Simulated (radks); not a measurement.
Initial-state core-level shifts of the technetium ion Tc+ when its valence configuration changes from [Kr] 4d5 5s1. Method: scalar-relativistic Kohn-Sham, PBEsol, spin-unpolarised, spherical densities, point nucleus; computed with a radial shooting solver on a logarithmic mesh with Libxc functionals. Shifts are changes of the shell-averaged eigenvalues in eV (positive: less bound).

valence               1s       2s       2p      4p
4d4.5 5s1 5p0.5   -2.661   -2.786   -2.776  -2.436
4d4 5s2           -4.134   -4.424   -4.405  -3.647
4d4 5s1 5p1       -5.414   -5.682   -5.661  -4.904
4d3 5s1 5p2      -11.174  -11.783  -11.736  -9.903
4d5 5p1           -1.292   -1.261   -1.260  -1.290
4d6               +3.667   +3.906   +3.889  +3.364
4d5.5 5s0.5       +1.894   +2.020   +2.012  +1.722
4d5.5 5p0.5       +1.241   +1.386   +1.377  +1.065
4d5 5s0.5 5p0.5   -0.652   -0.637   -0.636  -0.651
